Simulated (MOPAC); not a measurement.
Input file for MOPAC: PM3 on CdSn, 2S+1 = 3, a spin state set in the input, which need not be the lowest, a point of a bond scan (R = 2.826 Å).

```
PM3 1SCF PRECISE CHARGE=0 UHF MS=1 THREADS=1
CdSn

Cd     0.00000000 1     0.00000000 1     0.00000000 1
Sn     0.00000000 1     0.00000000 1     2.82596800 1
```

Program output:

```
*******************************************************************************
 **                                                                           **
 **                              MOPAC v23.2.5                                **
 **                                                                           **
 *******************************************************************************
 ** MOPAC's Digital Object Identifier: https://doi.org/10.5281/zenodo.6511958 **
 **                                                                           **
 ** Please cite the open-source release paper for use of this MOPAC version:  **
 ** J. E. Moussa and J. J. P. Stewart (2026)                                  **
 ** MOPAC: An open-source semiempirical molecular orbital program             **
 ** J. Open Source Softw., 11(119), 8025, https://doi.org/10.21105/joss.08025 **
 *******************************************************************************

                              PM3 CALCULATION RESULTS

 *******************************************************************************
 *  PM3        - The PM3 Hamiltonian to be used
 *  UHF        - UNRESTRICTED HARTREE-FOCK CALCULATION
 *
 *
 *
 *                 CHARGE ON SYSTEM = 0
 *
 *
 *
 *  MS=        - IN MECI, MAGNETIC COMPONENT OF SPIN =  1.0
 *  PRECISE    - TIGHTER CRITERIA TO BE USED
 *  1SCF       - DO 1 SCF AND THEN STOP
 *  THREADS=1  - MULTI-THREADING NOT USED
 *  T=         - A TIME OF 172800.0 SECONDS REQUESTED
 *  DUMP=N     - RESTART FILE WRITTEN EVERY 7200.0 SECONDS REQUESTED
 *******************************************************************************
PM3 1SCF PRECISE CHARGE=0 UHF MS=1 THREADS=1
 CdSn

   ATOM   CHEMICAL          X               Y               Z
  NUMBER   SYMBOL      (ANGSTROMS)     (ANGSTROMS)     (ANGSTROMS)

     1      Cd          0.00000000  *   0.00000000  *   0.00000000  *
     2      Sn          0.00000000  *   0.00000000  *   2.82596800  *



          CARTESIAN COORDINATES

    NO.       ATOM           X           Y           Z

     1        Cd          0.0000      0.0000      0.0000
     2        Sn          0.0000      0.0000      2.8260

 Cd: (PM3): J. J. P. STEWART, J. COMP. CHEM. 12, 320-341 (1991).
 Sn: (PM3): J. J. P. STEWART, J. COMP. CHEM. 12, 320-341 (1991).

           Empirical Formula: Cd Sn  =     2 atoms



      MOLECULAR POINT GROUP   :   C*v


          UHF CALCULATION, NO. OF ALPHA ELECTRONS =    4
                           NO. OF BETA  ELECTRONS =    2

 -------------------------------------------------------------------------------
 PM3 1SCF PRECISE CHARGE=0 UHF MS=1 THREADS=1
 CdSn



     1SCF WAS SPECIFIED, SO BFGS WAS NOT USED
     SCF FIELD WAS ACHIEVED


                              PM3 CALCULATION
                                                       MOPAC v23.2.5 Linux




          FINAL HEAT OF FORMATION =         25.42316 KCAL/MOL =     106.37052 KJ/MOL


          COSMO AREA              =        101.67 SQUARE ANGSTROMS
          COSMO VOLUME            =         89.40 CUBIC ANGSTROMS

          IONIZATION POTENTIAL    =          7.022321 EV
          ALPHA SOMO LUMO (EV)    =         -7.022 -0.706
          BETA  SOMO LUMO (EV)    =         -7.400 -1.077
          NO. OF ALPHA ELECTRONS  =          4
          NO. OF BETA  ELECTRONS  =          2
          MOLECULAR WEIGHT        =        231.1000         POINT GROUP:  C*v

          MOLECULAR DIMENSIONS (Angstroms)

            Atom       Atom       Distance
           Sn     2   Cd     1     2.82597
           Sn     2   Cd     1     0.00000
           Cd     1   Sn     2     0.00000


          SCF CALCULATIONS        =          1





   ATOM   CHEMICAL          X               Y               Z
  NUMBER   SYMBOL      (ANGSTROMS)     (ANGSTROMS)     (ANGSTROMS)

     1      Cd          0.00000000  *   0.00000000  *   0.00000000  *
     2      Sn          0.00000000  *   0.00000000  *   2.82596800  *

                             CARTESIAN COORDINATES

   1   Cd        0.000000000     0.000000000     0.000000000
   2   Sn        0.000000000     0.000000000     2.825968000


           Empirical Formula: Cd Sn  =     2 atoms



      MOLECULAR POINT GROUP   :   C*v


          ALPHA EIGENVALUES
 -12.33119  -8.63772  -7.02232  -7.02232  -0.70582  21.00701  21.00701  21.09404


           BETA EIGENVALUES
 -11.42645  -7.40048  -1.07708  -1.07708  -0.35311  20.91808  20.91808  21.00755


              NET ATOMIC CHARGES AND DIPOLE CONTRIBUTIONS

  ATOM NO.   TYPE          CHARGE      No. of ELECS.   s-Pop       p-Pop
    1         Cd           0.675905        1.3241     1.32282     0.00128
    2         Sn          -0.675905        4.6759     1.96518     2.71072
 DIPOLE           X         Y         Z       TOTAL
 POINT-CHG.     0.000     0.000    -9.175     9.175
 HYBRID        -0.000     0.000    -1.545     1.545
 SUM           -0.000     0.000   -10.720    10.720


          ATOMIC ORBITAL ELECTRON POPULATIONS

     Atom    s        px        py        pz
    1 Cd   1.32282   0.00015   0.00015   0.00098
    2 Sn   1.96518   0.99985   0.99985   0.71102


                    (SZ)    =    1.000000
                    (S**2)  =    2.006964


          ATOMIC ORBITAL SPIN POPULATIONS

    Atom   Total    s     px     py     pz
         Atomic
    1 Cd -0.0536 -0.054  0.000  0.000  0.000
    2 Sn  2.0536  0.017  1.000  1.000  0.037

 **********************
 *                    *
 * JOB ENDED NORMALLY *
 *                    *
 **********************




 == MOPAC DONE ==
```

The run finished.

Cost: about 0.03 core-seconds (a rough figure).
